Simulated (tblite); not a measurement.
C₈H₈OSi.
Geometry (GFN2-xTB, Å), atoms numbered from 1 in this order:
```xyz
18
C8H8OSi angstrom
C     -2.6326   -0.2463   -0.7021
C     -1.3307   -0.1986   -0.9945
C     -0.4174   -0.0104    0.1376
C      1.0080    0.0541   -0.0791
C      1.7635   -0.0328   -1.2256
C      3.1109    0.0998   -0.8281
C      3.0865    0.2575    0.5245
O      1.8290    0.2317    0.9851
C     -1.0118    0.0929    1.3473
Si    -2.8749   -0.0463    1.1585
H     -3.3837   -0.3813   -1.4622
H     -0.9292   -0.2882   -1.9930
H      1.4070   -0.1736   -2.2253
H      3.9761    0.0811   -1.4591
H      3.8697    0.3923    1.2444
H     -0.4343    0.2330    2.2450
H     -3.5988    1.1746    1.5175
H     -3.4462   -1.2332    1.7976
```

Computed with GFN2-xTB (tblite): harmonic, unscaled wavenumbers at the GFN2-xTB geometry, gas phase. The method is semi-empirical: single wavenumbers can be off by several per cent or more. Modes of hydrogen on silicon can be 10 to 20 % off. One conformer, not necessarily the lowest.

Harmonic wavenumbers (cm⁻¹): 48.1, 90.7, 139.5, 215.4, 284.2, 328.2, 416.1, 475.0, 487.5, 511.4, 559.0, 583.3, 610.7, 662.2, 719.6, 755.0, 764.3, 770.8, 781.3, 807.3, 809.5, 833.5, 844.1, 858.3, 908.5, 924.7, 1024.7, 1054.2, 1112.6, 1125.7, 1132.1, 1190.5, 1221.8, 1267.3, 1335.9, 1378.3, 1457.6, 1537.3, 1569.5, 1608.5, 2242.4, 2247.1, 3071.0, 3099.7, 3109.0, 3163.5, 3178.3, 3187.9.

A = 3732, B = 655.6, C = 561.3 MHz; mass 148.034 u (most abundant isotopes); point group Cs, symmetry number 1.

Q: Zero-point energy?

A: Half the sum of the wavenumbers: 28252 cm⁻¹ = 80.78 kcal/mol.

Q: Give the ideal-gas entropy at 200 K and 1 bar in the rigid-rotor, harmonic-oscillator model (classical rotation).

A: Translation 38.93, rotation 28.65, vibration 14.25: S = 81.8 cal/(mol K).

Q: And Cp and H(200 K) − H(0)?

A: Cp = 26.08 cal/(mol K), of which vibrations give 18.14 (their classical limit is 48 R = 95.4); H(200 K) − H(0) = 3.20 kcal/mol without the zero-point energy, 1.61 from vibrations.

Q: Which modes carry the vibrational entropy at 200 K?

A: 48.1 cm⁻¹: 4.11; 90.7 cm⁻¹: 2.87; 139.5 cm⁻¹: 2.06; 215.4 cm⁻¹: 1.30; 284.2 cm⁻¹: 0.88; 328.2 cm⁻¹: 0.69 cal/(mol K); the other 42 give 2.35 together.

Q: How do the functions run with temperature in this model?

A: 
```tsv
T (K)	S (cal/(mol K))	Cp (cal/(mol K))	H − H(0) (kcal/mol)	G − H(0) (kcal/mol)	ln q(vib)
100	68.1	15.5	1.15	-5.66	1.23
300	94.8	38.6	6.43	-22.00	5.28
500	119.5	58.4	16.29	-43.48	10.08
800	151.0	75.1	36.60	-84.24	17.44
1000	168.6	81.7	52.32	-116.24	22.05
```

q(vib) and H(0) count from the zero-point level.

Q: What must be added to the electronic energy to get the Gibbs energy at 200 K and 1 bar?

A: ZPE + [H(200 K) − H(0)] − T·S = 80.78 + 3.20 − 16.37 = 67.61 kcal/mol.

Q: Blend soft modes into free rotors: weight 1/[1 + (100 cm⁻¹/ν̃)⁴] for the oscillator and the rest for a rotor with moment μB/(μ + B), μ = h/(8π²ν), B = 10⁻⁴⁴ kg m². What vibrational entropy results?

A: 13.24 cal/(mol K) in place of 14.25, which changes −T·S at 200 K by +0.20 kcal/mol.

Hindered rotation and anharmonicity are outside this model. Other conformers, if any are populated, would add a mixing term that is left out.
